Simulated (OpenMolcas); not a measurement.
Multiconfigurational calculation on Ti III

Input:

```
&GATEWAY
Coord
1

Ti 0.0 0.0 0.0
Basis=ANO-R2
Group=XYZ
NoMove
AngMom=0.0 0.0 0.0
AMFI
&SEWARD
&RASSCF
FileOrb=start.orb
Symmetry=1
Spin=3
nActEl=2 0 0
Inactive=3 6
Ras2=5 0
CIRoot=10 10 1
SDav=10
CIMx=300
Iter=120 100
PrWF=0.3
OrbListing=Nothing
MaxOrb=0
Atom
>>> COPY $Project.JobIph JOBPRE
&RASSCF
FileOrb=start.orb
Symmetry=1
Spin=3
nActEl=2 0 0
Inactive=3 6
Ras2=10 0
CIRoot=10 10 1
SDav=45
CIMx=300
Iter=120 100
PrWF=0.3
OrbListing=Nothing
MaxOrb=0
Atom
>>> COPY $Project.JobIph JOB001
&RASSCF
FileOrb=start.orb
Symmetry=1
Spin=1
nActEl=2 0 0
Inactive=3 6
Ras2=10 0
CIRoot=15 15 1
SDav=55
CIMx=300
Iter=120 100
PrWF=0.3
OrbListing=Nothing
MaxOrb=0
Atom
>>> COPY $Project.JobIph JOB002
&RASSI
NrOfJobIphs=2 10 15
1 2 3 4 5 6 7 8 9 10
1 2 3 4 5 6 7 8 9 10 11 12 13 14 15
IphNames
JOB001
JOB002
EJob
SpinOrbit
DIPRint=1.0
SOCoupling=1000.0
Subsets=2
MEES
Property=10
'ANGMOM' 1 'ANGMOM' 2 'ANGMOM' 3 'MLTPL  1' 1 'MLTPL  1' 2 'MLTPL  1' 3
'AMFI' 1 'AMFI' 2 'AMFI' 3 'MLTPL  2' 6
SOProperty=3
'ANGMOM' 1 'ANGMOM' 2 'ANGMOM' 3
```

A driver script runs the steps one by one and writes start.orb anew before each from the orbitals found so far.

Output, cut to the results:

```
--- SEWARD ---
Basis set label: TI.ANO-R...6S5P4D2F1G.

      Electronic valence basis set:
      ------------------
      Associated Effective Charge  22.000000 au
      Associated Actual Charge     22.000000 au
      Nuclear Model: Finite nucleus - Gaussian distribution
        Gaussian exponent, Xi/bohr**(-2):  3.22631E+08

      Shell  nPrim  nBasis  Cartesian Spherical Contaminant
         s      19       6        X
         p      12       5        X
         d       8       4                 X
         f       5       2                 X
         g       4       1                 X
                  Relativistic X2C integrals
                  Atomic mean-field integrals
--- RASSCF ---
Wave function specifications:
      -----------------------------

      Number of closed shell electrons          18
      Number of electrons in active shells       2
      Max number of holes in RAS1 space          0
      Max nr of electrons in RAS3 space          0
      Number of inactive orbitals                9
      Number of active orbitals                 10
      Number of secondary orbitals              45
      Spin quantum number                      1.0
      State symmetry                             1
Orbital specifications:
      -----------------------

      Symmetry species                           1   2
                                                ag  au
      Frozen orbitals                            0   0
      Inactive orbitals                          3   6
      Active orbitals                           10   0
      RAS1 orbitals                              0   0
      RAS2 orbitals                             10   0
      RAS3 orbitals                              0   0
      Secondary orbitals                        22  23
      Deleted orbitals                           0   0
      Number of basis functions                 35  29
      Number of CSFs                            45
      Number of root(s) required                10
      Iter CI   SX   CI       RASSCF       Energy    max ROT     max BLB   max BLB  Level Ln srch  Step   QN
          iter iter root      energy       change     param      element    value   shift minimum  type update
 Nr of preliminary CI iterations:   1
        1   1    9    0  -852.05511059    0.00E+00  -4.90E-01*   6  10 2 -1.56E-03*  0.00   0.00    SX    NO
        2   1    8    0  -852.05706571   -1.96E-03* -8.77E-02    6  10 2  1.34E-03*  0.00   0.00    SX    NO
        3   1    7    0  -852.05720804   -1.42E-04*  4.80E-02    6  10 2 -1.03E-03*  0.00   0.00    SX    NO
        4   1    7    0  -852.05722962   -2.16E-05*  1.93E-02    6  10 2  1.00E-03*  0.00   0.00    SX    NO
        5   1    7    0  -852.05723560   -5.97E-06* -7.79E-03    6  10 2 -6.96E-04*  0.00   0.58    LS   YES
        6   1    6    0  -852.05724245   -6.86E-06* -4.68E-03    6  10 2  3.20E-04*  0.00   1.03    QN   YES
        7   1    6    0  -852.05724317   -7.12E-07* -3.61E-03    6  10 2 -2.80E-04*  0.00   1.21    QN   YES
        8   1    5    0  -852.05724333   -1.62E-07* -6.36E-04    3  13 2  3.63E-05   0.00   0.85    QN   YES
        9   1    5    0  -852.05724333   -6.01E-09   8.34E-05    6  10 2  1.53E-05   0.00   1.08    QN   YES
      Convergence after  9 iterations
       10   1    5    0  -852.05724333   -1.43E-10   8.34E-05    6  13 2  1.84E-06   0.00   1.08    QN   YES
      Natural orbitals and occupation numbers for root  1
      sym 1:   0.142864  -0.000000   0.855791   0.142864   0.855791  -0.000000   0.001152   0.001152   0.000192   0.000192
      Natural orbitals and occupation numbers for root  2
      sym 1:   0.870330   0.128326   0.870330   0.128326  -0.000000   0.000173  -0.000000   0.001172   0.000173   0.001172
      Natural orbitals and occupation numbers for root  3
      sym 1:  -0.000000   0.928850   0.928850   0.069805   0.069805   0.001250  -0.000000   0.000094   0.000094   0.001250
::    RASSCF root number  1 Total energy:   -852.07482192
::    RASSCF root number  2 Total energy:   -852.07482192
::    RASSCF root number  3 Total energy:   -852.07482192
::    RASSCF root number  4 Total energy:   -852.07482192
::    RASSCF root number  5 Total energy:   -852.07482192
::    RASSCF root number  6 Total energy:   -852.07482192
::    RASSCF root number  7 Total energy:   -852.07482192
::    RASSCF root number  8 Total energy:   -852.01622664
::    RASSCF root number  9 Total energy:   -852.01622664
::    RASSCF root number 10 Total energy:   -852.01622664
...
--- RASSI ---
SPIN-FREE ENERGIES:
  (Shifted by EMIN (a.u.) =       -852.0748219183)

 SF State       Relative EMIN(au)   Rel lowest level(eV)    D:o, cm**(-1)      L_eff

     1             0.0000000000        0.0000000000              0.0000         3.0
     2             0.0000000000        0.0000000000              0.0000         3.0
     3             0.0000000000        0.0000000000              0.0000         3.0
     4             0.0000000000        0.0000000000              0.0000         3.0
     5             0.0000000000        0.0000000000              0.0000         3.0
     6             0.0000000000        0.0000000000              0.0000         3.0
     7             0.0000000000        0.0000000000              0.0000         3.0
    11             0.0480830280        1.3084058468          10553.0048         2.0
    12             0.0480830280        1.3084058468          10553.0048         2.0
    13             0.0480830280        1.3084058468          10553.0048         2.0
    14             0.0480830280        1.3084058468          10553.0048         2.0
    15             0.0480830280        1.3084058468          10553.0048         2.0
    10             0.0585952783        1.5944587494          12860.1771         1.0
     8             0.0585952783        1.5944587494          12860.1771         1.0
     9             0.0585952783        1.5944587494          12860.1771         1.0
    16             0.0746266874        2.0306956145          16378.6647         4.0
    17             0.0746266874        2.0306956145          16378.6647         4.0
    18             0.0746266874        2.0306956145          16378.6647         4.0
    19             0.0746266874        2.0306956145          16378.6647         4.0
    20             0.0746266874        2.0306956145          16378.6647         4.0
    21             0.0746266874        2.0306956145          16378.6647         4.0
...
```

Levels above the lowest, from the spin-orbit matrix, grouped by J:

```csv
Configuration,Term,J,E (cm-1),Measured (cm-1),g,Term weight %
3d2,3F,2,0.0,0.0,0.666,100
3d2,3F,3,189,185,1.084,100
3d2,3F,4,435,420,1.251,100
3d2,1D,2,10794,8474,1.003,99
3d2,3P,0,12987,10538,,100
3d2,3P,1,13051,10604,1.501,100
3d2,3P,2,13184,10721,1.498,99
3d2,1G,4,16630,14398,1.000,100
3d2,1S,0,39291,32476,,100
```

Against the 8 measured excited levels shown (Corliss and Sugar, J. Phys. Chem. Ref. Data 8, 1 (1979)) the mean absolute deviation is 2300 cm-1; the largest miss in energy is 3d2 1S0: computed 39291, measured 32476 cm-1 (+21.0 %), and the largest in proportion 3d2 1D2 (+27.4 %).

Without dynamic correlation excited terms often stand tens of per cent too high (terms of higher spin than the ground term too low), and those without a measured partner can miss by more than the paired ones. Active for correlation alone: 4d; no level in the range computed is led by a configuration that fills it, so any true level of that kind is missing. Measured partners are found by configuration, term and J. A level has none where our copy of the source lacks it or the pairing is in doubt (some pairs that miss far off the trend of their configuration count as doubtful), and it then counts in no deviation. Levels of configurations outside the active space are missing. The first state left out of the spin-orbit step lies near 140000 cm-1 above the lowest spin-free state of the reference (among the parities and spins computed), and the list stops at four fifths of that energy or lower.

The term weight is that of the spin-free term in the level, not the purity of its configuration.
